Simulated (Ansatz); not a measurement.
Consider the ligand exchange at a Ti–Cl bond: titanium tetrachloride + CH₃OH → `C[O][Ti]([Cl])([Cl])[Cl]` + HCl.

Calculated with Ansatz (gas phase, PBE0-D4/def2-TZVP geometries, no zero-point term in ΔE). CCSD(T)/CBS adds triple-zeta CCSD(T) − MP2 to the extrapolated MP2 energy (def2 sets, frozen cores). This one scheme is used for every species. Functionals use def2-TZVPP. B3LYP here is the variant with VWN-RPA as its local correlation; programs differ in this. For Ti outer-core shells are correlated without core-valence functions, which leaves a few kJ/mol of doubt a bond. Scalar relativity is left out up to krypton. Each species was taken in one conformer, which may not be the lowest.

| level | ΔE (kJ/mol) |
| --- | --- |
| r2SCAN-D4 | -8.4 |
| B3LYP | -11.4 |

What does CCSD(T)/CBS give? (Estimate.)

Ansatz gave: -10.1 kJ/mol. The listed levels differ from it by 1.7, -1.3 kJ/mol.

What do rigid-rotor, harmonic-oscillator terms from PBE0-D4/def2-TZVP frequencies (298.15 K, 1 bar) make of the CCSD(T)/CBS value? (Best estimate.)

The calculation gave: ΔZPE = -11.2 kJ/mol, ΔH = -17.9 kJ/mol, ΔS = 16 J/(mol·K), ΔG = -22.7 kJ/mol. Modes under 50 cm⁻¹ make the entropy rough.

Largest T1 diagnostic among the species: 0.025, so the coupled-cluster value is less sure than usual.

At CCSD(T), def2-SVP lies −25.8 kJ/mol from the extrapolated value and def2-TZVPP −7.1 kJ/mol. Leaving LDA and LC-ωPBE aside and taking each functional with its dispersion term where it has one, the values, not all of them listed here, spread over 13.3 kJ/mol, from CAM-B3LYP-D4 to B97M-V. LDA lies −6.8 kJ/mol from PBE without D4.
